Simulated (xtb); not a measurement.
Harmonic IR lines of one isomer of CH6B2O, unscaled. Level of theory: xtb with GFN2-xTB.

wavenumber (cm⁻¹): 291 (vw), 696 (w), 819 (s), 1102 (m), 1144 (w), 1185 (w), 1325 (vs), 1414 (w), 1474 (w), 2492 (vs), 2613 (m), 2629 (s), 2934 (m), 2959 (w), 2973 (w)

Problem. Say which structure gives these lines.
A) `BBOC`
B) `BC(B)O`
C) `BBCO`
D) `BCBO`

Solution. A, `BBOC`
